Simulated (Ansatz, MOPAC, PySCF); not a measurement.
Diatomic GaH, closed-shell singlet (the spin of the measured ground state). No spin–orbit coupling. Ga is treated without relativity.

Seven points along R, fitted to fifth degree in 1/R; most abundant isotopes. In def2 and cc sets the state is the lowest found near the PBE0 minimum, followed along R. The singlet is held restricted. HF and MP2 rows in def2 and cc sets belong to the determinant that coupled cluster picked by its CCSD energy.

The values were computed with Ansatz (a program for electronic structure); MOPAC for AM1, PM3 (differences of heats of formation); PySCF for 3-21G rows, LANL2DZ rows. Each number belongs to the level named beside it.

| level | r_e (Å) | ω_e (cm⁻¹) | B_e (cm⁻¹) | ω_e x_e (cm⁻¹) | D_e (eV) | dipole (D) |
|---|---|---|---|---|---|---|
| AM1 | 1.633 | 1657 | 6.36 | 14 | - | - |
| PM3 | 1.648 | 2145 | 6.25 | 98 | - | - |
| HF/3-21G | 1.687 | 1602 | 5.97 | 15 | - | 0.42 |
| HF/def2-TZVPP | 1.674 | 1665 | 6.06 | 25 | - | - |
| HF/def2-QZVPP | 1.670 | 1667 | 6.08 | 26 | - | - |
| SVWN5/def2-TZVPP | 1.683 | 1554 | 5.99 | 24 | 3.29 | 0.43 |
| PBE/def2-TZVPP | 1.699 | 1525 | 5.88 | 24 | 2.89 | 0.52 |
| BP86/LANL2DZ | 1.722 | 1494 | 5.72 | 21 | - | 0.23 |
| r2SCAN/def2-TZVPP | 1.673 | 1599 | 6.06 | 25 | 2.92 | 0.36 |
| B97M-V/def2-TZVPP | 1.695 | 1522 | 5.91 | 23 | 3.11 | 0.64 |
| B3LYP/LANL2DZ | 1.702 | 1545 | 5.86 | 21 | - | 0.17 |
| B3LYP/def2-TZVPP | 1.688 | 1563 | 5.96 | 25 | 2.99 | 0.55 |
| PBE0/def2-TZVPP | 1.681 | 1591 | 6.01 | 24 | 2.86 | 0.39 |
| BHLYP/def2-TZVPP | 1.671 | 1633 | 6.08 | 25 | 2.93 | 0.40 |
| CAM-B3LYP/def2-TZVPP | 1.672 | 1616 | 6.07 | 24 | 2.99 | 0.42 |
| wB97X-V/def2-TZVPP | 1.670 | 1636 | 6.09 | 24 | 3.02 | 0.30 |
| wB97M-V/def2-TZVPP | 1.670 | 1620 | 6.09 | 25 | 3.00 | 0.41 |
| B2PLYP/def2-TZVPP | 1.672 | 1612 | 6.07 | 25 | 2.95 | - |
| MP2/def2-TZVPP | 1.650 | 1679 | 6.23 | 25 | - | - |
| MP2/def2-QZVPP | 1.640 | 1673 | 6.31 | 25 | - | - |
| MP2/CBS(def2-TZVPP, def2-QZVPP) | 1.636 | 1666 | 6.34 | 24 | - | - |
| SCS-MP2/def2-TZVPP | 1.657 | 1663 | 6.18 | 25 | - | - |
| SCS-MP2/def2-QZVPP | 1.648 | 1658 | 6.25 | 25 | - | - |
| CCSD/def2-TZVPP | 1.663 | 1632 | 6.13 | 26 | 2.97 | - |
| CCSD/def2-QZVPP | 1.655 | 1629 | 6.19 | 26 | 2.99 | - |
| CCSD(T)/def2-TZVPP | 1.664 | 1624 | 6.13 | 26 | 2.99 | - |
| CCSD(T)/def2-QZVPP | 1.656 | 1620 | 6.19 | 27 | 3.02 | - |
| CCSD(T)/CBS(def2-TZVPP, def2-QZVPP) | 1.654 | 1616 | 6.21 | 26 | 3.04 | - |

D_e counts from each atom's lowest state at the same level, without counterpoise or zero-point energy.

Correlated levels freeze the inner cores; with def2 sets outer-core shells near the valence are correlated too. CBS: X⁻³ extrapolation of the correlation energy, Hartree–Fock from the larger set. Rows in 3-21G, LANL2DZ carry no dispersion term and start afresh at each structure; the Pople sets are all-electron and without relativity. LANL2DZ brings its own core potentials from Na on. The state that AM1, PM3 reach isn't checked.

Measured for the ground state: r_e 1.663 Å, ω_e 1604.5 cm-1, ω_e x_e 28.77 cm-1, B_e 6.137 cm-1, α_e 0.181 cm-1 [Huber and Herzberg (1979), NIST Chemistry WebBook]. D_0 2.717 ± 0.061 eV (a handbook's tabulated 298 K bond energy less 3RT/2; such tables hold older values) [Luo, bond dissociation energies, CRC Handbook].
